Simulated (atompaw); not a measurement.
**Cutoff test, Fe (Z = 26), PAW (atompaw)**

```json
{"Element": "iron", "Generator": "atompaw 4.2.0.5", "Type": "PAW", "Functional": "PBE", "Relativity": "scalar-relativistic", "Frozen core": "[Ne] 3s2", "Valence charge": "14", "Reference configuration": "3p6 3d6 4s2 4p0", "Partial waves": "4s (bound): rc 1.75 bohr; 4s channel at 0.25 Ry: rc 1.75 bohr; 3p (bound): rc 1.30 bohr; 4p (bound, empty): rc 1.75 bohr; 3d (bound): rc 1.75 bohr; 3d channel at 2.5 Ry: rc 1.70 bohr", "Local potential": "bessel scheme, radius 1.20 bohr", "Core correction": "smooth core density matched at 1.40 bohr", "Augmentation charge": "sinc compensation charge, radius 1.30 bohr; PAW radius 1.75 bohr; waves and projectors: custom polynom vanderbiltortho"}
```

The pseudo-atom Hamiltonian at the reference potential is diagonalised in spherical Bessel functions j_l(qr) that vanish at 20 bohr, with q² up to the cutoff. All-electron valence levels (Ry): 4s -0.3890, 3p -4.4131, 4p -0.0974, 3d -0.5516.

**Question.** How do the lowest levels (Ry) of each channel move with the cutoff, and are there ghosts?

**Answer.**

| cutoff (Ry) | s #1 | s #2 | p #1 | p #2 | d #1 | d #2 | f #1 | Σ f·Δε (mRy) |
| --- | --- | --- | --- | --- | --- | --- | --- | --- |
| 8 | -5.3824 | -0.3418 | -0.1333 | 0.0413 | 0.0568 | 0.1340 | 0.1109 | 29423.3 |
| 18 | -6.8551 | -0.3887 | -3.0938 | -0.0954 | -0.4192 | 0.0604 | 0.1109 | 8710.8 |
| 30 | -6.9037 | -0.3889 | -4.3509 | -0.0973 | -0.5489 | 0.0599 | 0.1109 | 389.4 |
| 50 | -6.9043 | -0.3890 | -4.4108 | -0.0974 | -0.5512 | 0.0599 | 0.1109 | 16.1 |
| 70 | -6.9043 | -0.3890 | -4.4122 | -0.0974 | -0.5515 | 0.0599 | 0.1109 | 5.8 |
| 110 | -6.9044 | -0.3890 | -4.4130 | -0.0974 | -0.5516 | 0.0599 | 0.1109 | 0.7 |
| 400 | -6.9044 | -0.3890 | -4.4131 | -0.0974 | -0.5516 | 0.0599 | 0.1109 | 0.0 |

Result: ghost state, extra bound levels that the all-electron valence spectrum of the same l lacks: s at -93.9 eV (a true bound ghost makes a file unfit for plane-wave use); 10 mRy is reached at 70 Ry and 1 mRy at 90 Ry.
